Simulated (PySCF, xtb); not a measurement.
fluoro(fluorosilyl)silane (F2H4Si2), SMILES [SiH2](F)[SiH2]F.

GFN2-xTB in xtb at its own geometry gives an orbital gap of 4.47 eV and a dipole moment of 2.39 D.

Geometry optimised at r2SCAN-D4/def2-SVP. Other conformers were not sampled.

Question: What does PySCF with CAM-B3LYP/def2-TZVP give? (The exact figures need the calculation; the answer reports its results.)

Answer: gap 9.85 eV (levels -9.84 and 0.01 eV), dipole 2.03 D.
